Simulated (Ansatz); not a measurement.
Ge(GeH3)H3 (Ge₂H₆). Total charge 0; singlet. Geometry PBE0-D4/def2-TZVP, basis def2-TZVP, Ansatz.

Cartesian coordinates in Å:
```
Ge 0.811 0.683 0.583
Ge -0.811 -0.683 -0.583
H -1.796 0.203 -1.362
H -1.606 -1.536 0.418
H -0.106 -1.621 -1.575
H 0.101 1.685 1.506
H 1.670 1.467 -0.422
H 1.737 -0.198 1.435
```

| run | HOMO (eV) | LUMO (eV) |
| --- | --- | --- |
| A | -8.20 | 0.38 |
| B | -7.99 | 0.06 |
| C | -7.12 | -0.49 |
| D | -7.81 | 0.01 |
| E | -7.22 | -0.72 |
| F | -10.75 | 2.48 |

LC-ωPBE has ω = 0.4 bohr⁻¹. B3LYP takes the VWN-RPA correlation. HSE06 is defined as in plane-wave codes, on full-range PBE exchange.

**Question.** The runs used B3LYP, HSE06, LC-ωPBE, LDA (SPW92), PBE, PBE0. Estimate which is which.

**Answer.** A PBE0 (25 % exact exchange); B B3LYP (20 % exact exchange); C PBE (0 % exact exchange); D HSE06 (range-separated); E LDA (SPW92) (0 % exact exchange); F LC-ωPBE (range-separated). Exact exchange lowers occupied and raises empty levels; among semilocal functionals meta-GGAs tend to open the gap a little, and such runs are hard to tell apart. The gap grows from 6.50 eV (LDA (SPW92)) to 13.22 eV (LC-ωPBE).
